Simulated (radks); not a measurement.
Results of a calculation; reference values are marked as such.
Problem. The mean radii <r> (bohr) of the occupied orbitals of an atom or ion are listed with their occupations. Level of theory: scalar-relativistic Kohn-Sham, LB94 model potential, spin-polarised, spherical densities, finite nucleus; Fermi nuclear charge, rms radius of each element as measured or else 0.836 A^(1/3) + 0.57 fm (a radial shooting solver on a logarithmic mesh with Libxc functionals).

| orbital | occ. | <r> |
|---|---|---|
| 1s up | 1 | 0.02454 |
| 1s down | 1 | 0.02454 |
| 2s up | 1 | 0.1050 |
| 2s down | 1 | 0.1050 |
| 2p up | 3 | 0.09212 |
| 2p down | 3 | 0.09213 |
| 3s up | 1 | 0.2781 |
| 3s down | 1 | 0.2781 |
| 3p up | 3 | 0.2759 |
| 3p down | 3 | 0.2759 |
| 3d up | 5 | 0.2526 |
| 3d down | 5 | 0.2526 |
| 4s up | 1 | 0.6322 |
| 4s down | 1 | 0.6330 |
| 4p down | 3 | 0.6678 |
| 4p up | 3 | 0.6665 |
| 4d down | 5 | 0.7238 |
| 4d up | 5 | 0.7213 |
| 5s up | 1 | 1.297 |

Name the element and its charge. Open shells, if any, are filled with parallel spins first.

Solution. Z = 58, cerium, charge +11: Ce11+ in [Kr] 4d10 5s1. The 1s radius gives Z: for a bare nucleus <r> = (2 gamma + 1)/(2Z) with gamma = sqrt(1 - (Z/c)^2), 0.02424 bohr for Z = 58, and screening makes it slightly larger (0.02454 here). The occupations add up to 47, and the charge is Z minus that.
